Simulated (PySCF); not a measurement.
Correlation energy of Sc⁺ (scandium, charge +1)

[Ar] 3d1 4p1, one real determinant (an excited configuration). Computed with PySCF 2.14 in x2c-QZVPPall (11s7p5d3f2g, 96 functions), with scalar relativity by spin-free X2C-1e. Frozen: [Ne]; 10 electrons correlated.

| level | correlation energy (mhartree) |
| --- | --- |
| CCSD | -258.99 |
| (T) | -6.32 |
| CCSD(T) | -265.31 |

Diagnostics: T1 = 0.010, D1 = 0.0429, largest double amplitude 0.024.

The real determinant used has ⟨L²⟩ near 8 against 12 for a pure F term, so it mixes terms.

Cost of the coupled-cluster step: of the order of 60 core-seconds, for 10 correlated electrons.

Iterations:

```
CC2 = 0
CCSD nocc = (np.int64(6), np.int64(4)), nmo = (91, 91)
frozen orbitals [[0, 1, 2, 3, 4], [0, 1, 2, 3, 4]]
max_cycle = 100
direct = 0
conv_tol = 1e-08
conv_tol_normt = 1e-06
diis_space = 8
diis_start_cycle = 0
Init t2, MP2 energy = -0.234278633127859
Init E_corr(UCCSD) = -0.234278633129905
cycle = 1  E_corr(UCCSD) = -0.253808303223237  dE = -0.0195296701  norm(t1,t2) = 0.0373244
cycle = 2  E_corr(UCCSD) = -0.257638559693932  dE = -0.00383025647  norm(t1,t2) = 0.0136673
cycle = 3  E_corr(UCCSD) = -0.25923604031523  dE = -0.00159748062  norm(t1,t2) = 0.00661056
cycle = 4  E_corr(UCCSD) = -0.259003489912835  dE = 0.000232550402  norm(t1,t2) = 0.00133758
cycle = 5  E_corr(UCCSD) = -0.258969953910556  dE = 3.35360023e-05  norm(t1,t2) = 0.000706338
cycle = 6  E_corr(UCCSD) = -0.258994483570423  dE = -2.45296599e-05  norm(t1,t2) = 0.000543404
cycle = 7  E_corr(UCCSD) = -0.258991194564066  dE = 3.28900636e-06  norm(t1,t2) = 0.000351732
cycle = 8  E_corr(UCCSD) = -0.258991723566216  dE = -5.2900215e-07  norm(t1,t2) = 0.000145249
cycle = 9  E_corr(UCCSD) = -0.258992328097888  dE = -6.04531672e-07  norm(t1,t2) = 4.57083e-05
cycle = 10  E_corr(UCCSD) = -0.258991923518785  dE = 4.04579103e-07  norm(t1,t2) = 1.46383e-05
cycle = 11  E_corr(UCCSD) = -0.258991639555737  dE = 2.83963048e-07  norm(t1,t2) = 1.47078e-05
cycle = 12  E_corr(UCCSD) = -0.258991875626334  dE = -2.36070597e-07  norm(t1,t2) = 2.13716e-05
cycle = 13  E_corr(UCCSD) = -0.258991756300569  dE = 1.19325764e-07  norm(t1,t2) = 3.85609e-06
cycle = 14  E_corr(UCCSD) = -0.258991764106982  dE = -7.80641241e-09  norm(t1,t2) = 1.04371e-06
cycle = 15  E_corr(UCCSD) = -0.258991767792398  dE = -3.68541592e-09  norm(t1,t2) = 3.56144e-07
UCCSD converged
E(UCCSD) = -763.2386802281299  E_corr = -0.2589917677923977
UCCSD(T) correction = -0.00632128287805695
```

The basis was made for the ground configuration and has no added diffuse functions, which can raise the energy of the promoted electron.

The reference is one real determinant that mixes LS terms of this configuration.

This basis was not built for core-valence correlation, so the inner-shell part is incomplete.
